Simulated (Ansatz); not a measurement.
Cartesian coordinates in Å:
```
O -0.692 -0.491 -0.972
Sb -0.243 -0.079 0.886
Br 1.385 1.806 0.510
H -1.431 0.039 -1.284
H 0.981 -1.275 0.860
```

The species carries charge 0 and has multiplicity 1. Sb: def2 effective core potential.

Question: List the ωB97M-V/def2-TZVPP orbital energies in eV (the Gaussian-basis code of Ansatz). (Best estimate.)

Answer: Computed: Occupied: -13156.40, -1708.72, -1536.92, -1536.87, -1536.86, -526.35, -241.56, -181.25, -181.07, -181.04, -161.06, -112.58, -112.51, -112.35, -74.62, -74.57, -74.56, -74.41, -74.41, -40.03, -39.95, -39.81, -39.79, -39.71, -30.46, -23.96, -19.07, -15.56, -13.22, -12.75, -11.75, -10.73, -10.53, -9.62. Lowest empty: 0.25, 0.36, 2.09, 3.19, 4.04, 4.25, 5.31, 6.46.
